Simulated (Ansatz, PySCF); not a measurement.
Ways to break one bond of C[N](C)[GeH3]:

A. C[N](C)[GeH3] -> C[N](C)[GeH2] + H atom
B. C[N](C)[GeH3] [N-germyl-N-methylmethanamine] → [GeH3] (GeH3) + C[N]C
C. C[N](C)[GeH3] [N-germyl-N-methylmethanamine] -> [CH2][N](C)[GeH3] + H atom
D. C[N](C)[GeH3] [N-germyl-N-methylmethanamine] -> C[N][GeH3] + [CH3] (CH3)

Quantity: bond dissociation energy (enthalpy at 298 K, with B3LYP-D3(BJ) rigid-rotor harmonic-oscillator terms), kJ/mol. Geometries: B3LYP-D3(BJ)/def2-TZVP minima from Ansatz (a quantum-chemistry and plane-wave program), one conformer each, not searched for the lowest. Frequencies are from Ansatz or PySCF. Valence correlation only, unless marked. UHF or UKS for open shells. No spin-orbit coupling. Frozen are the shells of the preceding noble gas and the d and f shells that filled before the atom's block. No relativistic terms. CBS(X,Y): correlation extrapolated as X^-3; Hartree-Fock from the larger set. The bracket is a focal-point correction in the basis named.

```tsv
	PBE0-D4/def2-TZVPD (Ansatz + dftd4)	wB97M-V/def2-TZVPD (Ansatz)	CCSD/cc-pVDZ (Ansatz)	RI-MP2/CBS(cc-pVTZ,cc-pVQZ)+[CCSD(T)-MP2]/cc-pVTZ (Ansatz)
A	319.0	334.0	324.9	(withheld)
B	287.3	298.6	269.1	(withheld)
C	363.2	376.1	369.4	(withheld)
D	335.2	346.9	322.6	(withheld)
```

### Question
Fill in the missing entries.

### Answer

- A, RI-MP2/CBS(cc-pVTZ,cc-pVQZ)+[CCSD(T)-MP2]/cc-pVTZ (Ansatz): 341.5
- B, RI-MP2/CBS(cc-pVTZ,cc-pVQZ)+[CCSD(T)-MP2]/cc-pVTZ (Ansatz): 309.1
- C, RI-MP2/CBS(cc-pVTZ,cc-pVQZ)+[CCSD(T)-MP2]/cc-pVTZ (Ansatz): 383.6
- D, RI-MP2/CBS(cc-pVTZ,cc-pVQZ)+[CCSD(T)-MP2]/cc-pVTZ (Ansatz): 351.0
